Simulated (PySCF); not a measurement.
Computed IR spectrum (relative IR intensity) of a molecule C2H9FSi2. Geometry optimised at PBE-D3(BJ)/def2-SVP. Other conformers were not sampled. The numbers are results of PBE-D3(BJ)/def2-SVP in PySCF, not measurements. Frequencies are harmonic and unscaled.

Lines under 2 % of the strongest are left out, and lines within 2 cm⁻¹ are merged.

| ν (cm⁻¹) | relative intensity |
|---|---|
| 260 | 2.0 |
| 275 | 3.1 |
| 615 | 3.6 |
| 674 | 5.4 |
| 726 | 3.6 |
| 754 | 44 |
| 778 | 38 |
| 808 | 3.6 |
| 855 | 100 |
| 889 | 8.7 |
| 911 | 82 |
| 914 | 34 |
| 922 | 11 |
| 984 | 4.6 |
| 1032 | 49 |
| 1220 | 13 |
| 1327 | 3.0 |
| 1382 | 2.1 |
| 2156 | 46 |
| 2165 | 11 |
| 2171 | 69 |
| 2184 | 37 |

Problem. Pick the molecule that these values belong to.
A) C[SiH2]C[SiH2]F
B) C[Si](C)(F)[SiH3]
C) C[Si@@H](F)C[SiH3]
D) FC[SiH2]C[SiH3]

Solution. C, C[Si@@H](F)C[SiH3]
